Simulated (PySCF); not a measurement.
All values below come from PBE0-D3(BJ)/def2-TZVP (PySCF). All species are isolated molecules in the gas phase. One relaxed conformer stands for a flexible species; it need not be the lowest. Delta-SCF ions had no search for a lower state. Excitations are Tamm–Dancoff values on a coarser integration grid. The basis has no diffuse functions, so Rydberg states are missing or too high.

Reference species (SMILES): `[SiH]([SiH3])=C` (neutral, multiplicity 1).

```yaml
T1 excitation (TDA): 2.38 eV
vertical ionisation energy (Delta-SCF): 8.48 eV
brightest of the four lowest singlets (TDA): 5.28 eV
LUMO: -1.53 eV
```

Changed species: `C=[SiH]O[SiH3]` (C–Si–O–Si torsion 1°) (X = siloxy; the reference has X = silyl).

What does the change do to the T1 excitation (TDA), vertical ionisation energy (Delta-SCF), brightest of the four lowest singlets (TDA) and LUMO?

the T1 excitation (TDA) increases by 0.76 eV, to 3.14 eV; the vertical ionisation energy (Delta-SCF) falls by 0.22 eV, to 8.26 eV; the brightest of the four lowest singlets (TDA) rises by 0.42 eV, to 5.70 eV; the LUMO increases by 1.08 eV, to -0.45 eV.
